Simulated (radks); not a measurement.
Spherical quantum dot in the effective-mass picture: electrons in a parabolic well V = omega^2 r^2 / 2 with omega = 1.47, all in effective atomic units (hartree* = m*/eps^2 hartree, bohr* = eps/m* bohr), one dielectric constant everywhere. Calculated with a radial shooting solver with Libxc functionals: non-relativistic Kohn-Sham, PBE, spin-polarised, spherical densities. Levels are named by radial order and angular momentum (1s, 1p, 1d, 2s, ...), and open shells are averaged over m. Results are scaled to m* = 0.528 and eps = 8.7, for which hartree* = 189.8 meV and bohr* = 0.8719 nm.

N = 17, configuration 1s2 1p6 1d(up 5, down 4). This is the lowest configuration that the search found. Occupied and some empty levels:

level    occupation  eigenvalue (meV)  <r> (nm)
1s up             1            2253.7     1.100
1s down           1            2256.1     1.096
1p up             3            2407.0     1.398
1p down           3            2410.6     1.396
1d up             5            2575.5     1.609
1d down           4            2579.6     1.608
2s up             0            2602.8     1.414
2s down           0            2605.2     1.417
1f up             0            2758.6     1.776
1f down           0            2762.7     1.777
2p up             0            2804.0     1.599
2p down           0            2806.6     1.600

Energy (meV): total 28116.0, kinetic 4429.2, external 10883, Hartree 14579, exchange-correlation -1776.0.

Electron density:

r (nm)  n(r) (e/nm^3)
0.139          0.3743
0.294          0.4082
0.449          0.4648
0.604          0.5376
0.758          0.6137
0.913          0.6745
1.07           0.7013
1.22           0.6808
1.38           0.6113
1.53           0.5027
1.69           0.3763
1.84           0.2536
2.00           0.1538
2.15          0.08329
2.31          0.04049
2.46          0.01778
2.62         0.006966
2.77         0.002459
2.93        0.0007718
3.08        0.0002163
